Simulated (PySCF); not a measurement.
Cartesian coordinates in Å; atom numbers follow the order of the lines, from 1:
```xyz
13

O    -1.1297    1.3539    0.4719
Si   -2.0371    0.0348    0.0184
O    -0.9399   -1.0970   -0.4446
Si    0.7020   -1.3999   -0.3541
Si    1.9357    0.5525    0.0796
H    -1.5590    2.1974    0.6359
H    -2.8445   -0.4812    1.1606
H    -2.9315    0.3617   -1.1284
H     0.9559   -2.4141    0.7167
H     1.1289   -1.9958   -1.6561
H     3.3863    0.1916   -0.0484
H     1.6340    1.6163   -0.9243
H     1.7054    1.0646    1.4624
```

Geometry: PBE0-D3(BJ)/def2-SVP; GIAO absolute shieldings from PySCF 2.14, gas phase, non-relativistic, averaged over equivalent atoms.

At PBE0/pcSseg-1 (146 basis functions, 11 s wall time on 1 thread of an Arm Neoverse V1, shared host):
```csv
atoms,σ (ppm)
O1,294.0
O3,304.7
Si4,374.2
Si2,380.3
Si5,455.1
H9/H10,25.79
H7/H8,26.14
H11/H12/H13,27.72
H6,30.33
```

Q: Estimate the result of repeating the calculation with mPW1PW91/pcSseg-1.

A: 
| atoms | σ at mPW1PW91/pcSseg-1 | change |
| --- | --- | --- |
| O1 | 293.7 | -0.3 |
| O3 | 304.5 | -0.2 |
| Si4 | 372.6 | -1.6 |
| Si2 | 380.0 | -0.3 |
| Si5 | 452.0 | -3.1 |
| H9/H10 | 25.90 | +0.11 |
| H7/H8 | 26.25 | +0.11 |
| H11/H12/H13 | 27.80 | +0.08 |
| H6 | 30.37 | +0.04 |

The largest change is at Si5 (silicon bonded to Si, 3 H). Cost: 146 basis functions, 11 s wall time on 1 thread of an Arm Neoverse V1, shared host.
